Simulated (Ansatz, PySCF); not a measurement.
Molecule: CH2NO, charge 0, multiplicity 2. It need not be the lowest isomer of its formula. 
Coordinates optimised at B3LYP-D3(BJ)/def2-TZVP (Ansatz, a program for electronic structure):
SMILES: [NH]C=O
```xyz
5

N     -1.0751     0.2382     0.4330
C      0.2324     0.2799    -0.0236
O      0.9015    -0.6695    -0.3339
H     -1.7188     0.6912    -0.2242
H      0.6374     1.3183     0.0057
```
Charge 0, spin multiplicity 2.

Wanted: atomisation energy (electronic, to ground-state atoms); the coupled-cluster value holds the core correlation from cc-pwCVTZ, in kcal/mol. Cores are frozen in the correlated levels unless marked. UHF or UKS for open shells. No spin-orbit coupling. No relativistic terms. CBS(X,Y): correlation extrapolated as X^-3; Hartree-Fock from the larger set. The bracket is a focal-point correction in the basis named.

Level to compare with: RI-MP2/CBS(aug-cc-pVTZ,aug-cc-pVQZ)+[CCSD(T)-MP2]/aug-cc-pVTZ plus the core term (Ansatz), 444.9 kcal/mol. It is a level with limits of its own, and the differences hold the functionals' basis error too.

Q: Rank these functionals by how close they come to RI-MP2/CBS(aug-cc-pVTZ,aug-cc-pVQZ)+[CCSD(T)-MP2]/aug-cc-pVTZ, closest first: HSE06/def2-TZVPD (Ansatz); wB97X-V/def2-TZVPD (Ansatz); SVWN5/def2-TZVPD (Ansatz); M06-L/def2-TZVPD (PySCF).

A: M06-L/def2-TZVPD (meta-GGA, 446.1 kcal/mol, difference 1.2), wB97X-V/def2-TZVPD (range-separated hybrid with VV10, 447.9 kcal/mol, difference 3.0), HSE06/def2-TZVPD (screened hybrid, 450.0 kcal/mol, difference 5.1), SVWN5/def2-TZVPD (LDA, 533.7 kcal/mol, difference 88.8)
